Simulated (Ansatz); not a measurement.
Al3O9H9⁻, a hydroxylated oxide cluster. The state is a doublet with charge -1. Geometry r2SCAN-D4/def2-SVP, that of the neutral singlet; atoms count from 1.

```csv
atom,x (Å),y (Å),z (Å)
Al1,0.7155,-1.5898,-0.6327
Al2,0.0213,1.5166,-0.5880
Al3,-0.8214,-0.6797,1.4696
O4,1.4114,2.8472,-0.2843
O5,0.1192,-1.4333,-2.2528
O6,0.3420,-0.0319,0.2221
O7,0.3101,1.4162,-2.2754
O8,2.2460,-2.3453,-0.5143
O9,-0.2283,-0.7788,3.0716
O10,-1.1495,2.4358,0.2710
O11,-2.3905,0.0293,1.2556
O12,-0.5380,-2.2747,0.5687
H13,1.7408,3.1242,-1.1566
H14,0.9773,3.6104,0.1356
H15,0.4778,-1.9889,-2.9524
H16,0.2115,0.5153,-2.6335
H17,2.7855,-2.4131,0.2765
H18,-0.7205,-0.4300,3.8186
H19,-1.8515,1.9157,0.6974
H20,-3.0337,-0.2697,0.6064
H21,-0.6251,-3.1756,0.8968
```

Single mean-field runs in def2-TZVP are fitted with def2-universal-jkfit. The highest occupied level of the charge -1 doublet lies above zero (up to 2.02 eV). By energy differences it is unbound by 0.77 eV (vertical, against the charge 0 singlet, at PBE0-D4/def2-TZVP) and held by the finite basis.

Estimate the Mulliken populations from the PBE0/def2-TZVP orbitals of Ansatz.


```csv
atom,charge (e),spin (α − β)
Al1,0.41,0.22
Al2,0.35,0.27
Al3,0.58,0.06
O4,-0.34,-0.13
O5,-0.59,-0.03
O6,-0.32,0.01
O7,-0.58,-0.03
O8,-0.56,-0.04
O9,-0.56,-0.04
O10,-0.58,-0.03
O11,-0.58,-0.03
O12,-0.42,-0.04
H13,0.18,0.21
H14,0.19,0.21
H15,0.27,0.04
H16,0.31,0.01
H17,0.26,0.04
H18,0.28,0.02
H19,0.30,0.02
H20,0.23,0.09
H21,0.15,0.19
```
Mulliken values depend strongly on the basis.

Where does the spin sit?

Summed by element: Al 0.55, O -0.37, H 0.83, of 1 unpaired in all. Largest on single atoms: Al2 0.27, Al1 0.22, H13 0.21.

And the Mayer bond orders between heavy atoms (over 0.3)?

Al1–O5 1.01 (1.73 Å); Al1–O6 0.78 (1.82 Å); Al1–O8 1.17 (1.71 Å); Al1–O12 0.65 (1.87 Å); Al2–O4 0.46 (1.95 Å); Al2–O6 0.85 (1.78 Å); Al2–O7 1.13 (1.71 Å); Al2–O10 1.10 (1.72 Å); Al3–O6 0.79 (1.82 Å); Al3–O9 1.14 (1.71 Å); Al3–O11 1.07 (1.74 Å); Al3–O12 0.68 (1.85 Å).
